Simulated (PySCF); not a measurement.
H2OSi, SMILES [SiH2]=O (connectivity only; charge and spin as stated), charge -1, multiplicity 2. Atoms are numbered in the order given.

```xyz
4

Si     0.4596    -0.1084     0.0000
O     -1.1060     0.0613     0.0000
H      1.2070     0.5137    -1.1857
H      1.2070     0.5137     1.1857
```
Charge -1, spin multiplicity 2.

Geometry optimised at B3LYP-D3(BJ)/def2-TZVPD. The multiplicity is an assumed one; other spin states were not compared.

Level of theory: PBE/pcH-1 (PySCF).

Unrestricted Kohn–Sham, ⟨S²⟩ = 0.752. Hyperfine tensors hold the contact and dipolar terms, without spin-orbit corrections.

**Question.** Estimate the hyperfine couplings. (The exact figures need the calculation; the answer reports its results.)

**Answer.** 
```csv
nucleus,A(iso) (MHz),A(iso) (G),dipolar principal values (MHz)
29Si no. 1,-356.9,-127.3,"-89.7, 44.3, 45.5"
17O no. 2,-13.6,-4.8,"-88.0, 43.6, 44.5"
1H no. 3,78.3,27.9,"-6.1, -1.6, 7.7"
1H no. 4,78.3,27.9,"-6.1, -1.6, 7.7"
```

**Question.** And the g tensor (effective nuclear charges for spin-orbit coupling, GIAO)? (Estimate from the structure and the level; the computed values follow.)

**Answer.** principal values 2.0019, 2.0043, 2.0066; isotropic 2.0043.
